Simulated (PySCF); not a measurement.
# UHF on Cu (copper, neutral)

Configuration: [Ar] 3d9 4s2, 2D determinant (an excited configuration). All numbers are calculated (PySCF 2.14, scalar relativity through the core potential, in aug-cc-pVTZ-PP with one added diffuse shell each of s, p, d, f, g type with ECP10MDF (7s7p6d4f3g, 113 functions)).

```json
{
 "Total energy": "-196.185494 hartree",
 "One-electron energy": "-352.4580 hartree",
 "Hartree (Coulomb) energy": "174.0602 hartree",
 "Exchange energy": "-17.7877 hartree",
 "⟨S²⟩": "0.7523",
 "⟨L²⟩": "6.017",
 "Sum of ⟨r⟩": "20.12 bohr",
 "Sum of ⟨r²⟩": "35.27 bohr²",
 "Traceless quadrupole moment −½Σ⟨3z² − r²⟩ along its main axis": "-0.162 e·bohr²"
}
```

| shell | electrons | mean orbital energy (eV) | spread (eV) | rms radius, mean of both spins (bohr) |
| --- | --- | --- | --- | --- |
| 3s α | 1 | -150.25 | 0 | 0.763 |
| 3s β | 1 | -147.00 | 0 | 0.763 |
| 3p α | 3 | -101.20 | 2.483 | 0.811 |
| 3p β | 3 | -97.357 | 1.987 | 0.811 |
| 3d α | 5 | -20.456 | 2.861 | 1.06 |
| 3d β | 4 | -18.768 | 2.221 | 1.06 |
| 4s α | 1 | -8.022 | 0 | 3.17 |
| 4s β | 1 | -7.785 | 0 | 3.17 |

Energies and moments cover only the electrons outside the core potential.
